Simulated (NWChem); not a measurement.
Molecule: C2H6FNSi, singlet; SMILES N(C)([Si]F)C

```xyz
11

Si    -0.8195     0.9042     0.0000
F      0.4995     1.9275     0.0000
N      0.0245    -0.6284     0.0000
C     -0.7513    -1.8569     0.0000
C      1.4656    -0.8166     0.0000
H     -0.5340    -2.4788    -0.8983
H     -0.5340    -2.4788     0.8983
H     -1.8373    -1.6231     0.0000
H      1.7968    -1.3875     0.8974
H      1.7968    -1.3875    -0.8974
H      1.9680     0.1686     0.0000
```
Atoms are numbered in this order, from 1.

Level: PBE-D3(BJ)/def2-SVP (NWChem), optimised geometry, unscaled harmonic frequencies. Low-valent species are run as closed-shell singlets; no triplet was tried in these runs.

```csv
frequency (cm⁻¹),IR intensity (km/mol)
138,0.1
217,0.7
218,3.6
254,1.2
306,6.5
326,1.6
390,6.4
655,33.0
794,94.1
978,95.8
1043,4.6
1065,0.6
1122,2.7
1207,45.3
1260,21.4
1369,0.1
1394,7.9
1395,3.4
1418,13.5
1418,17.7
1448,4.7
2921,50.2
2928,84.8
2986,59.8
2993,0.2
3033,11.5
3087,2.4
```

| Item | Value |
|---|---|
| zero-point energy | 52.0 kcal/mol |
| thermal correction to the enthalpy at 298.15 K (with zero-point energy) | 56.7 kcal/mol |
| heat capacity Cv | 21.9 cal/(mol K) |
| entropy at 298.15 K and 1 atm (symmetry number 1) | 79.0 cal/(mol K) |
| dipole moment | 2.52 D |

Rigid rotor and harmonic oscillator.
